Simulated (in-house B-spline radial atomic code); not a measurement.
Pd³⁺ is squeezed into an impenetrable sphere of radius R (the orbitals vanish at R). Level of theory: Dirac-Kohn-Sham LDA VWN5, spherical fractional occupations, Fermi nucleus of rms radius 4.5318 fm; calculated with a B-spline radial code for spherical atoms.

Energies in eV above the free ion in [Kr] 4d7:

| R (bohr) | highest level (eV) | [Kr] 4d7 | [Ar] 3d10 4s2 4p5 4d8 | [Kr] 4d6 4f1 |
| --- | --- | --- | --- | --- |
| 9.54 | -41.6 | 0 | 49.94 | 34.22 |
| 6.9 | -41.6 | 9.135e-05 | 49.94 | 34.57 |
| 5.26 | -41.6 | 0.0122 | 49.95 | 35.97 |
| 4.12 | -41.3 | 0.3098 | 50.25 | 39.22 |
| 3.42 | -40.2 | 2.091 | 52.09 | 44.68 |
| 2.86 | -36.9 | 9.541 | 59.95 | 56.89 |
| 2.56 | -32.9 | 21.93 | 73.03 | 72.78 |
| 2.01 | -12.9 | 110.7 | 165.6 | 170.1 |
| 1.91 | -5.64 | 151.2 | 207.6 | 212.4 |
| 1.56 | 41.4 | 476.1 | 539.9 | 542.3 |

Does [Ar] 3d10 4s2 4p5 4d8 fall below [Kr] 4d7 under compression?

No, it stays above over the whole range.

Does [Kr] 4d6 4f1 fall below [Kr] 4d7 under compression?

No, it stays above over the whole range.

The highest level is first positive in the row R = 1.56 bohr, pushed up by confinement above the zero of the free ion's potential. Each configuration is held fixed and needn't be the lowest in the sphere.
